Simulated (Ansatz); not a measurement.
Coupled-cluster run, FGaH2 (`[F][GaH2]`).

```yaml
crystal:
  periodic: [false, false, false]
  atoms:
    - {symbol: F, position_ang: [-0.553530, -0.498969, 1.447833]}
    - {symbol: Ga, position_ang: [0.057633, 0.022135, -0.117026]}
    - {symbol: H, position_ang: [-0.881866, -0.328007, -1.306160]}
    - {symbol: H, position_ang: [1.433263, 0.744441, -0.044847]}
basis:
  gaussian: {orbitals: def2-TZVPP}
correlation: {method: ccsd_t}
output: {orbitals: {seedname: orbitals}}
```

```sh
$ ansatz run in.yaml --threads 2 --pin off --events-out ev --progress --plain --max-ram 32768MiB --backend cpu
```

The program prints (abridged):

```
Functional definition: HF
676 factors; integrals over basis functions are off by at most 9.9e-4 eV
mean field evaluation 1: about -55071.7902 eV, gradient 3.2e1 eV
mean field evaluation 2: about -55071.8319 eV, gradient 3.3e1 eV
mean field evaluation 4: about -55073.7951 eV, gradient 1.8e0 eV
mean field evaluation 8: about -55073.8196 eV, gradient 2.5e-1 eV
mean field -55073.81972257 eV, -2023.9255444287 hartree, gradient 2.4e-6 eV, S^2 0.000000; 0 other end points of the search recorded, 0 dependent functions left out
10 core orbitals not correlated: weight in the atoms' cores, before any rotation towards them, 1.000 or more for the frozen orbitals, at most 0.000 for the correlated occupied ones
reference -55073.81972257 eV, -2023.9255444287 hartree; 11, 11 occupied and 86, 86 virtual orbitals, 676 factors
second order -13.22163576 eV of doubles, -0.00000000 eV of singles
cycle   1  -12.83150114 eV  change    3.9e-1 eV  update   1.0e-1
cycle   2  -13.26212721 eV  change   -4.3e-1 eV  update   3.2e-2
cycle   3  -13.35027702 eV  change   -8.8e-2 eV  update   1.6e-2
cycle   4  -13.33876938 eV  change    1.2e-2 eV  update   4.1e-3
cycle   5  -13.33616299 eV  change    2.6e-3 eV  update   2.0e-3
cycle   6  -13.33743391 eV  change   -1.3e-3 eV  update   5.9e-4
cycle   7  -13.33740303 eV  change    3.1e-5 eV  update   2.4e-4
cycle   8  -13.33730481 eV  change    9.8e-5 eV  update   7.5e-5
cycle   9  -13.33731816 eV  change   -1.3e-5 eV  update   2.7e-5
perturbative correction -0.42395456 eV, -0.0155800426 hartree
Total energy: -55087.58099529 eV, -2024.4312618733 hartree
```

Hardware: 2 threads of a server CPU on a shared host. Wall time 6.5 s, peak host memory 0.38 GiB.

The correlation energy is -13.761 eV, 3.1 % of it from (T); the T1 diagnostic reads 0.0144.
